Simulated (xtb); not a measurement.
BrZn (SMILES [Zn][Br]), doublet, at a GFN2-xTB geometry (such geometries of metal compounds can be far from the true shape) (the spin is typed, not shown lowest); GFN-FF (xtb).

xtb was given this input:
```
$ xtb mol.xyz --gfnff --uhf 1 --json

# file mol.xyz
2

Zn    -0.00000000    -0.00000000    -1.31529867
Br     0.00000000     0.00000000     1.12739886
```

What the program printed (banner, timings and long lists left out):

```
   ID    Z sym.   atoms
    1   30 Zn     1
    2   35 Br     2

           -------------------------------------------------
          |                Calculation Setup                |
           -------------------------------------------------

          ==================== Thresholds ====================
          CN  :   150.00000
          rep :   500.00000
          disp:  2500.00000
          HB1 :   250.00000
          HB2 :   450.00000

          Pauling EN used:
          Z :30  EN :  1.65
          Z :35  EN :  2.96
          electric field strengths (au): 0.000

           -------------------------------------------------
          |           Force Field Initialization            |
           -------------------------------------------------

          distances ...
          ----------------------------------------
          generating topology and atomic info file ...
          pair mat ...
          computing topology distances matrix with Floyd-Warshall algo ...
          making topology EEQ charges ...
          #fragments for EEQ constrain: 1
          ----------------------------------------
          generating topology and atomic info file ...
          pair mat ...
          computing topology distances matrix with Floyd-Warshall algo ...
          making topology EEQ charges ...
          #fragments for EEQ constrain: 1
          rings ...
          # BATM   0
          # H in HB   0

  atom   neighbors  erfCN metchar sp-hybrid imet pi  qest     coordinates
    1  Zn      1    0.95   0.09         2    2    0   0.162   -0.000000   -0.000000   -2.485554
    2  Br      1    0.95   0.00         0    0    0  -0.162    0.000000    0.000000    2.130475

          #atoms :   2
          #bonds :   1
          #angl  :   0
          #tors  :   0
          #nmol  :   1
          #optfrag :   1
           -------------------------------------------------
          |                   G F N - F F                   |
          |          A general generic force-field          |
          |                  Version 1.0.3                  |
           -------------------------------------------------
          Number of HB bonds (bound hydrogen)     0
          Number of HB bonds (unbound hydrogen)   0
          Number of XB bonds                      0

         :::::::::::::::::::::::::::::::::::::::::::::::::::::
         ::                     SUMMARY                     ::
         :::::::::::::::::::::::::::::::::::::::::::::::::::::
         :: total energy              -0.082203035212 Eh    ::
         :: gradient norm              0.032234158916 Eh/a0 ::
         ::.................................................::
         :: bond energy               -0.079444526537 Eh    ::
         :: angle energy               0.000000000000 Eh    ::
         :: torsion energy             0.000000000000 Eh    ::
         :: repulsion energy           0.001540145386 Eh    ::
         :: electrostat energy        -0.003688246456 Eh    ::
         :: dispersion energy         -0.000610407605 Eh    ::
         :: HB energy                  0.000000000000 Eh    ::
         :: XB energy                  0.000000000000 Eh    ::
         :: bonded atm energy          0.000000000000 Eh    ::
         :: external energy            0.000000000000 Eh    ::
         :: add. restraining           0.000000000000 Eh    ::
         :: total charge               0.000000000000 e     ::
         :::::::::::::::::::::::::::::::::::::::::::::::::::::

           -------------------------------------------------
          |                Property Printout                |
           -------------------------------------------------

molecular dipole:
                 x           y           z       tot (Debye)
 q only:        0.000       0.000      -0.419       1.065

           -------------------------------------------------
          | TOTAL ENERGY               -0.082203035212 Eh   |
          | GRADIENT NORM               0.032234158916 Eh/α |
           -------------------------------------------------
########################################################################
[WARNING] Runtime exception occurred
-1- gfnff_setup: Could not read topology file.
########################################################################

normal termination of xtb
```
